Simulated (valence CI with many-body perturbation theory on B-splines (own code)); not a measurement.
# Which ion has this spectrum?

A relativistic CI+MBPT calculation for an atom or ion with 32 electrons gives these levels (eV):

| J | Parity | E | g |
| --- | --- | --- | --- |
| 0 | even | 0.00 |  |
| 1 | even | 98.68 | 1.50 |
| 2 | even | 103.05 | 1.18 |
| 2 | odd | 197.35 | 1.56 |
| 2 | even | 205.04 | 1.31 |
| 1 | odd | 212.31 | 1.06 |
| 0 | even | 214.50 |  |
| 2 | odd | 255.34 | 0.76 |
| 1 | odd | 273.95 | 0.86 |
| 2 | odd | 281.61 | 1.42 |
| 3 | odd | 285.01 | 1.16 |
| 2 | odd | 298.41 | 1.40 |
| 3 | odd | 304.11 | 1.28 |
| 0 | odd | 308.06 |  |

The energies are calculated, and their last digits are not significant.

(1) Which is it?
A. Ta41+
B. Ir45+
C. Pt46+
D. Re43+

## Answers

(1) D. Re43+, ground level (4s^2 4p1/2^2) J=0.
